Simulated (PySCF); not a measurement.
NMR data sheet: C$_{3}$H$_{10}$N$_{2}$OSi$_{2}$

* Formula: C3H10N2OSi2
* SMILES: C=N[SiH2][Si@H](N=C)OC
* InChI: InChI=1S/C3H10N2OSi2/c1-4-7-8(5-2)6-3/h8H,1-2,7H2,3H3/t8-/m1/s1
* Point group of the computed structure: C1
* Degrees of unsaturation: 2
* Carbon signals: 3
* Proton signals: 8

Numbering as in the mapped SMILES `[CH2:1]=[N:2][SiH2:3][Si@H:4]([N:5]=[CH2:6])[O:7][CH3:8]`. Each H is labelled by its parent atom. Ha(C1) is cis to Si3; Ha(C6) is cis to Si4; Ha(Si3) is pro-R; Hb(Si3) is pro-S; Hb(C1) is trans to Si3; Hb(C6) is trans to Si4.

PySCF 2.14.0 with density-fitted response routines calculation with shielding tensors at PBE0/pcSseg-1 (GIAO) and coordinates at the GFN2-xTB level; no relativistic terms, one computed conformer, gas phase, fast rotation and ring inversion assumed for equivalent nuclei.

δ = σ(ref) − σ, references computed at the same level: 1H (σ = 31.72 ppm), 13C (σ = 186.93 ppm), 29Si (σ = 349.16 ppm) against TMS; 15N (σ = 267.73 ppm) vs NH3; H2O for 17O (σ = 336.08 ppm).

| carbon | δC, type | δH (multiplicity) | HMBC from (2–3 bonds) | span of the C tensor (ppm) |
| --- | --- | --- | --- | --- |
| C1 | 170.6, CH2 | Hb(C1) 8.54 (m); Ha(C1) 8.68 (m) | Hb(Si3), Ha(Si3) | 205 |
| C6 | 173.4, CH2 | Hb(C6) 8.82 (m); Ha(C6) 8.97 (m) | H(Si4) | 212 |
| C8 | 52.8, CH3 | 3.77 (s) | H(Si4) | 78 |

Other nuclei:
```json
{"atoms": "H(Si4)", "nucleus": "1H", "environment": "hydrogen on a silicon bonded to N, O, Si", "δ (ppm)": "5.51", "σ (ppm)": "26.20"}
{"atoms": "Hb(Si3)", "nucleus": "1H", "environment": "hydrogen on a silicon bonded to N, Si", "δ (ppm)": "5.27", "σ (ppm)": "26.45"}
{"atoms": "Ha(Si3)", "nucleus": "1H", "environment": "hydrogen on a silicon bonded to N, Si", "δ (ppm)": "5.13", "σ (ppm)": "26.59"}
{"atoms": "Si4", "nucleus": "29Si", "environment": "silicon bonded to N, O, Si, H", "δ (ppm)": "-17.0", "σ (ppm)": "366.2"}
{"atoms": "Si3", "nucleus": "29Si", "environment": "silicon bonded to N, Si, 2 H", "δ (ppm)": "-46.4", "σ (ppm)": "395.6"}
{"atoms": "N5", "nucleus": "15N", "environment": "imine nitrogen", "δ (ppm)": "440.7", "σ (ppm)": "-173.0"}
{"atoms": "N2", "nucleus": "15N", "environment": "imine nitrogen", "δ (ppm)": "420.1", "σ (ppm)": "-152.3"}
{"atoms": "O7", "nucleus": "17O", "environment": "oxygen bonded to C, Si", "δ (ppm)": "18.8", "σ (ppm)": "317.2"}
```

- Carbon types of the structure: 2 × CH2, 1 × CH3, leaving 3 H on heteroatoms.
- δC 173.4, 170.6: C=N carbon.
- δC 52.8: methyl carbon bonded to O; deshielded by the electronegative neighbour.
- δH 8.97, 8.82, 8.68, 8.54: hydrogen on a C=N carbon.
- δH 5.51: hydrogen on a silicon bonded to N, O, Si.
- δH 3.77: hydrogen on a methyl carbon bonded to O; its carbon carries O, which withdraws density.

Shifts are as computed. Against solution values, carbons near 30 ppm lie about +3 ppm off and those near 130 ppm about +5 ppm. Of 1211 compounds with measured shifts, 218 miss one by over three times the rms of a fit or turn the order of signals round; such compounds aren't used in these exercises. Experimental scales use liquid or dissolved standards, which lie at an offset from isolated NH3 (liquid NH3: subtract about 20 ppm) and H2O (liquid H2O: subtract about 36 ppm). Unscaled 15N shifts of sp2 nitrogen come out 20 to 40 ppm too high even then. No couplings were computed; multiplicities are counted from neighbouring protons, with m where these are inequivalent, close in shift, in a saturated or five-membered ring or joined by F or P, and br s for small geminal =CH2 splittings.
